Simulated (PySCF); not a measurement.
1-fluorobutane (C₄H₉F), SMILES CCCCF. Coordinates come from a PBE-D3(BJ)/def2-SVP optimisation. Other conformers were not sampled.

### Question
Give the equilibrium geometry at PBE-D3(BJ)/def2-SVP (PySCF confirms it by a frequency run) as Cartesian coordinates in Å. (An estimate is asked for; the answer gives what the named calculation found.)

### Answer
One answer among several that fit: 
```xyz
14

C      2.3860    -0.0533     0.0992
C      0.9344    -0.4874    -0.0999
C     -0.0319     0.6865    -0.2831
C     -1.4837     0.2623    -0.4215
F     -1.9027    -0.4207     0.7169
H      2.7596     0.5270    -0.7708
H      2.4938     0.5927     0.9956
H      3.0588    -0.9240     0.2332
H      0.5912    -1.0869     0.7696
H      0.8583    -1.1618    -0.9822
H      0.0544     1.3831     0.5802
H      0.2425     1.2774    -1.1858
H     -2.1473     1.1449    -0.5631
H     -1.6160    -0.4148    -1.2974
```
Charge 0, spin multiplicity 1.
